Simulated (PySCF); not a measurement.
ReSe₂: double against triple zeta

Base calculation in PySCF with density fitting and no spin–orbit coupling, PBE0/def2-SVP (scalar-relativistic core potentials): quartet, C2v, Re–Se 2.244 Å (×2); Se–Re–Se 128.8°; wavenumbers 70, 327, 368 cm⁻¹; dipole moment 1.44 D, polar-tensor charge of Re 0.78 e, atomisation energy (no zero-point energy) 694 kJ/mol.

What changes on going to PBE0/def2-TZVP (scalar-relativistic core potentials)?

The point group stays the same. Changes: mean bond to Re -0.008 Å, smallest bond angle +2.2 degrees, highest wavenumber +5 cm⁻¹, lowest wavenumber -3 cm⁻¹, dipole moment -0.13 D, polar-tensor charge of Re +0.05 e, atomisation energy (no zero-point energy) +33 kJ/mol. The new structure has Re–Se 2.236 Å (×2); Se–Re–Se 131.0°, with wavenumbers 67, 329, 373 cm⁻¹. The larger basis shortens the bonds, as added polarisation functions usually do.

Spin–orbit coupling can matter for ReSe₂ and is left out. Open d or f shells are single determinants, so the state found may not be the ground state. Each species is the lowest minimum found with this bonding; other isomers or fragments can lie lower.
